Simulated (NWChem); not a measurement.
System: MgO; SMILES [O]=[Mg]

```xyz
2

Mg     0.0000     0.0000    -0.7071
O      0.0000     0.0000     1.0356
```
Atoms are numbered in this order, from 1.

The geometry was optimised at B3LYP/6-31G* (spherical d).

### Question
List the 4 lowest vertical singlet excitations from Hartree-Fock/aug-cc-pVDZ, CIS (NWChem).

### Answer
| state | energy (eV) | oscillator strength | leading excitation (squared amplitude) |
|---|---|---|---|
| S1 | 0.74 | 0.003 | HOMO−1 → LUMO (0.77) |
| S2 | 0.74 | 0.003 | HOMO−2 → LUMO (0.77) |
| S3 | 2.87 | 0.271 | HOMO → LUMO (0.75) |
| S4 | 5.13 | 0.183 | HOMO → LUMO+1 (0.28) |
